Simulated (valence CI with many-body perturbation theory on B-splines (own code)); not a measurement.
Values are calculated unless marked as measured or tabulated.
**A CI+MBPT run for Lu30+**

Level of theory: relativistic CI+MBPT: five valence electrons over a frozen Dirac-Fock core [Kr], radial functions for each j: 7 s, 7 p, 8 d, 6 f, 4 g, 1 h, with the one-electron correlation potential Σ1 (screened to all orders), the two-electron term Σ2, the three-electron term Σ3, Breit, model QED; selected single and double excitations, second order for the rest, scaled by the run's own slope (own B-spline code, finite nucleus).

Command, and the settings that its task file holds:

```sh
python run_cv.py task.json out
```

```
atom Lu  Z=71  mass_number=175  rms_radius_fm=5.3700
core [Kr]
valence 4d5
avg = 1
basis = M
beyond = 1
breit = 1
cap = 32000
capref = 2200
cscale = 1
de = 0.0
dress = 0
eps = 2e-08
extrap = 1
h = 0.27
hh = 1
l2 = 3
lcore = 6
maxit = 60
n2 = 5
natural = 1
nlev = 190
nno = [4, 4, 5, 4, 3, 1]
nroot = 40
nsp = [3, 3, 3, 2, 1, 0]
pt2 = 1
qed = 1
rpa = 1
s1 = 1
s2 = 1
s3 = 1
screen = 1
tol = 2e-05
whole = 1
```

(1) Roughly how long does this run take on one core of Intel(R) Xeon(R) Processor @ 2.30GHz, and how much memory?

Log. The first blocks belong to the next ion, which gives the ionisation energy. Fields: 2J, parity (1 odd), roots, reference size, generating configurations, candidates as configurations/state functions, variational space P, stored matrix elements, Davidson steps; e2 is the range of second-order energies in hartree. The first line gives the box (bohr), its intervals, the orbitals and the steps of their self-consistent field. Window is the range of levels sought, series limit the energy at which the first omitted orbital would enter, core excitation an estimate of the first excitation out of the core, left out the lowest levels not solved, and shifts from estimates the range by which levels moved from their first estimate, all in cm⁻¹.

```
rmax 4.8 intervals 59 orbitals 59 references ['4d5', '4d4 4f', '4d4 5s', '4d3 4f2', '4d4 5p'] scf 5 t 1.5
2J=0 par=0 roots 2 ref 26 generators 6 cand 7162/17694 P 1381/2648 nnz 1.3e+06 it 5
2J=0 par=0 roots 2 ref 26 generators 11 cand 9590/24392 P 2066/4244 nnz 2.6e+06 it 4
   second order: generators 12 cand 9581/24313 e2 -0.00003 -0.00001
reference levels 1595, estimated 383, window 1755744 1/cm; series limit 6253140, core excitation 1164097
2J=5 par=0 roots 10 ref 197 generators 15 cand 12988/429572 P 458/6374 nnz 8.6e+06 it 7
2J=5 par=0 roots 10 ref 197 generators 16 cand 12732/425895 P 2023/27806 nnz 1.3e+08 it 8
   second order: generators 27 cand 25374/959655 e2 -0.00087 -0.00050
2J=7 par=0 roots 7 ref 205 generators 9 cand 12965/478212 P 355/6394 nnz 1e+07 it 5
2J=7 par=0 roots 7 ref 205 generators 12 cand 12781/474511 P 1521/25124 nnz 1.2e+08 it 8
   second order: generators 20 cand 22900/931382 e2 -0.00108 -0.00077
2J=3 par=0 roots 7 ref 153 generators 11 cand 12935/324928 P 515/6368 nnz 9e+06 it 5
2J=3 par=0 roots 7 ref 153 generators 11 cand 12645/321205 P 2263/27060 nnz 1.3e+08 it 7
   second order: generators 23 cand 22857/625037 e2 -0.00051 -0.00029
2J=11 par=0 roots 3 ref 154 generators 9 cand 12637/423774 P 489/6399 nnz 9.7e+06 it 4
2J=11 par=0 roots 3 ref 154 generators 12 cand 12370/420023 P 2003/25846 nnz 1.3e+08 it 6
   second order: generators 18 cand 18486/684954 e2 -0.00038 -0.00033
2J=9 par=0 roots 5 ref 190 generators 10 cand 12862/472669 P 394/6397 nnz 1e+07 it 5
2J=9 par=0 roots 5 ref 190 generators 12 cand 12644/468956 P 1630/25527 nnz 1.3e+08 it 8
   second order: generators 20 cand 21287/858346 e2 -0.00090 -0.00060
2J=1 par=0 roots 4 ref 86 generators 9 cand 12676/174243 P 936/6372 nnz 8.6e+06 it 5
2J=1 par=0 roots 4 ref 86 generators 12 cand 12085/170452 P 2997/22839 nnz 6.6e+07 it 6
   second order: generators 17 cand 18965/289485 e2 -0.00018 -0.00010
2J=13 par=0 roots 1 ref 114 generators 3 cand 9598/309252 P 569/6395 nnz 1.2e+07 it 4
2J=13 par=0 roots 1 ref 114 generators 5 cand 10888/336707 P 1657/20068 nnz 8.4e+07 it 5
   second order: generators 9 cand 15917/495164 e2 -0.00017 -0.00017
2J=5 par=1 roots 40 ref 61 generators 12 cand 15327/496751 P 326/6396 nnz 7.4e+06 it 13
2J=5 par=1 roots 40 ref 61 generators 20 cand 16031/506394 P 1124/30543 nnz 1.2e+08 it 10
   second order: generators 43 cand 38283/1624577 e2 -0.00803 -0.00360
2J=7 par=1 roots 40 ref 63 generators 11 cand 13696/519910 P 294/6329 nnz 7.4e+06 it 8
...
2J=15 par=1 roots 13 ref 15 generators 13 cand 14415/318339 P 1800/29775 nnz 1.2e+08 it 9
   second order: generators 30 cand 30470/1033483 e2 -0.00275 -0.00192
2J=17 par=1 roots 6 ref 6 generators 4 cand 5797/77064 P 618/6391 nnz 7.3e+06 it 5
2J=17 par=1 roots 6 ref 6 generators 9 cand 12462/220957 P 2528/30639 nnz 1.3e+08 it 8
   second order: generators 22 cand 30711/844699 e2 -0.00105 -0.00089
2J=19 par=1 roots 2 ref 2 generators 2 cand 3005/30885 P 757/6399 nnz 8.4e+06 it 4
2J=19 par=1 roots 2 ref 2 generators 6 cand 9934/137518 P 2726/25981 nnz 1.2e+08 it 5
   second order: generators 16 cand 23358/469340 e2 -0.00009 -0.00009
left out: unestimated 2872666, estimated 1843592, shifts from estimates -504 to 371
operators 2.8
```

The Davidson iterations converged.

No measured spectrum was set against this ion. As an estimate, large intervals hold to a few tenths of a per cent, small ones and those within an open d or f shell to about a per cent. The list stops below the first excitations out of the core.

```yaml
Valence_energy: -237.4039 hartree
Ionisation_energy: "1179.2 eV (NIST: 1178 ± 4 eV (theoretical))"
Reference_configurations_for_the_orbitals: 4d5, 4d4 4f, 4d4 5s, 4d3 4f2, 4d4 5p
Radial_orbitals: 59
Box_radius: 4.817 bohr
Largest_variational_space: 31998
Lowest_levels: (4d3/2^4 4d5/2) J=5/2 0.0, (4d3/2^3 4d5/2^2) J=5/2 [a] 77266, (4d3/2^3 4d5/2^2) J=7/2 [a] 112160, (4d3/2^3 4d5/2^2) J=3/2 [a] 115670, (4d3/2^3 4d5/2^2) J=11/2 119240, (4d3/2^3 4d5/2^2) J=9/2 129800, (4d3/2^3 4d5/2^2) J=5/2 [b] 136150, (4d3/2^3 4d5/2^2) J=1/2 141980, (4d3/2^3 4d5/2^2) J=7/2 [b] 151860, (4d3/2^3 4d5/2^2) J=3/2 [b] 188710, (4d3/2^2 4d5/2^3) J=5/2 [a] 189500, (4d3/2^2 4d5/2^3) J=7/2 [a] 209060, (4d3/2^2 4d5/2^3) J=11/2 214010, (4d3/2^2 4d5/2^3) J=9/2 [a] 218930 cm⁻¹
```

Levels are named by their leading jj configuration (3d3/2^4 stands for four electrons in 3d with j = 3/2), which in mixed levels can hold well under half, so a name can repeat and another be missing. Letters in brackets count levels of one name in rising energy.

## Answers

(1) 14 min on 1 thread of Intel(R) Xeon(R) Processor @ 2.30GHz, on a shared host, peak memory 1.4 GiB.
